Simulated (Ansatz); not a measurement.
`CC1(O)C[SiH2]1` + `[OH][Hf]([Cl])([Cl])[Cl]` → `C[O][Hf]([Cl])([Cl])[Cl]` + `OC1C[SiH2]1`  (substitution at a C–C bond)

Gas-phase electronic energies from Ansatz, PBE0-D4/def2-TZVP geometries. CCSD(T)/CBS is the MP2 limit (def2-TZVPP, def2-QZVPP) plus CCSD(T) − MP2 in def2-TZVPP, frozen cores. Functionals use def2-TZVPP. def2 core potentials past Kr. For Hf outer-core shells are correlated without core-valence functions, which leaves a few kJ/mol of doubt a bond. Each species was taken in one conformer, which may not be the lowest.

| level | ΔE (kJ/mol) |
| --- | --- |
| LDA (SPW92) | 63.3 |
| r2SCANh-D4 | 58.7 |
| CAM-B3LYP-D4 | 51.6 |
| revPBE | 47.9 |
| LC-ωPBE | 55.4 |
| MP2/def2-SVP | 59.9 |
| SCS-MP2/def2-TZVPP | 53.8 |
| HF/def2-QZVPP | 40.5 |

(1) What does CCSD(T)/CBS give? (Estimate.)

Largest T1 diagnostic among the species: 0.014.

Results:

(1) Ansatz gave: +60.1 kJ/mol. The listed levels differ from it by 3.2, -1.4, -8.5, -12.2, -4.7, -0.2, -6.3, -19.6 kJ/mol.

In def2-TZVPP, CCSD(T) changes the Hartree–Fock value by +14.1 kJ/mol (the triples alone add +1.6 kJ/mol) and MP2 by +19.5 kJ/mol. At CCSD(T), def2-SVP lies −6.4 kJ/mol from the extrapolated value and def2-TZVPP −4.9 kJ/mol.
